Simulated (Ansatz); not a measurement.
The cation of CdF2, SMILES `[F][Cd][F]` at the neutral geometry.

```yaml
crystal:
  periodic: [false, false, false]
  atoms:
    - {symbol: F, position_ang: [1.458675, 0.853129, 0.883596]}
    - {symbol: Cd, position_ang: [-0.003663, -0.021508, -0.004409]}
    - {symbol: F, position_ang: [-1.465913, -0.896320, -0.892387]}
basis:
  gaussian: {orbitals: def2-TZVPP}
total_charge: 1
magnetization: {spin_polarized: true, initial_magnetization: 1}
hamiltonian: {xc: {name: wB97M-V}}
```

```sh
$ ansatz run in.yaml --threads 2 --pin off --events-out ev --progress --plain
```

Output, abridged:

```
Functional definition: wB97M-V
  name "wB97M-V"
  cite "Mardirossian & Head-Gordon, J. Chem. Phys. 144, 214110 (2016) doi:10.1063/1.4952647"
  cite "Becke, J. Chem. Phys. 107, 8554 (1997) doi:10.1063/1.475007"
  cite "Vydrov & Van Voorhis, J. Chem. Phys. 133, 244103 (2010) doi:10.1063/1.3521275"
  # Of w^i u^j: cxij and so on, Table III.
  parameter omega = 0.3/bohr
  parameter cx = 0.15
  parameter cx01 = 1.007
  parameter cx10 = 0.259
  parameter css00 = 0.443
  parameter css04 = -1.437
  parameter css10 = -4.535
  parameter css20 = -3.390
  parameter css43 = 4.278
  parameter cos00 = 1.000
  parameter cos10 = 1.358
  parameter cos20 = 2.924
  parameter cos21 = -8.812
  parameter cos60 = -1.390
  parameter cos61 = 9.142
  parameter b = 6.0
  parameter c = 0.01
  gx(w, u) = 1 - cx + cx01*u + cx10*w
  gss(w, u) = css00 + css04*u^4 + css10*w + css20*w^2 + css43*w^4*u^3
  gos(w, u) = cos00 + cos10*w + (cos20 + cos21*u)*w^2 + (cos60 + cos61*u)*w^6
  exchange = spin_sum(e_x_unif_sr(omega)*gx(b97_w, b97_u_x)) + cx*exact_x_sr(omega) + exact_x_lr(omega)
  correlation = spin_sum(e_c_pw_mod_same_spin*gss(b97_w, b97_u_same))
      + integral(e_c_pw_mod_opposite_spin*gos(b97_w_opposite, b97_u_opposite)) + vv10(b, c)
694 factors; their error is unknown
114 factors; integrals over basis functions are off by at most 4.9e-5 eV
mean field evaluation 1: about -9964.8984 eV, gradient 8.2e1 eV
mean field evaluation 2: about -9914.0656 eV, gradient 1.5e2 eV
mean field evaluation 4: about -9985.1112 eV, gradient 3.9e0 eV
mean field evaluation 8: about -9985.2559 eV, gradient 4.0e-2 eV
mean field evaluation 16: about -9985.3145 eV, gradient 2.8e-4 eV
mean field evaluation 32: about -9986.0649 eV, gradient 2.0e-5 eV
mean field -9986.06493843 eV, -366.9811176896 hartree, gradient 4.3e-6 eV, S^2 0.762728; 7 other end points of the search recorded, 0 dependent functions left out
reference -9986.06497972 eV, -366.9811192067 hartree; 19, 18 occupied and 99, 100 virtual orbitals, 694 factors
Total energy: -9986.06497972 eV, -366.9811192067 hartree
```

Run time 4.1 min (2 threads of a server CPU on a shared host); peak host memory 0.49 GiB.
